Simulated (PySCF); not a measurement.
**Ni¹¹⁺: ionisation energy**

Ni¹¹⁺ [Ne] 3s2 3p5 [3p1/2^2 3p3/2^3, M_J = 3/2] → Ni¹²⁺ [Ne] 3s2 3p4 [3p1/2^2 3p3/2^2, M_J = 2], as a difference of total energies. Computed with PySCF 2.14 in an even-tempered Gaussian basis (20 s from 0.76 bohr⁻², ratio 2.4; 14 p from 0.98 bohr⁻², ratio 2.4; 5 d from 5.8 bohr⁻², ratio 2.6; 4 f from 8.8 bohr⁻², ratio 2.6), with the two-component X2C-1e Hamiltonian. Correlated levels: 1s2 frozen; the 58 highest virtual spinors dropped. "Screened" scales the spin-orbit matrix elements by Boettger's factors to mimic the two-electron term; Breit and QED terms are absent.

```csv
method,ionisation energy (eV)
GHF (spin-free),350.30
GMP2 (spin-free),351.19
GHF (screened spin-orbit),349.88
GMP2 (screened spin-orbit),350.77
```

How much does correlation contribute at GMP2 (screened spin-orbit)?

350.77 − (349.88) = 0.89 eV, measured against GHF (screened spin-orbit).

The labels give the starting determinants; with spin-orbit coupling the two ends relaxed to ⟨J²⟩ = 3.75, ⟨L²⟩ = 2.00, ⟨S²⟩ = 0.75 and ⟨J²⟩ = 6.01, ⟨L²⟩ = 2.26, ⟨S²⟩ = 1.87.

For comparison: 351.6 ± 0.3 eV (semi-empirical (NIST evaluation); NIST Atomic Spectra Database, ionization energies).
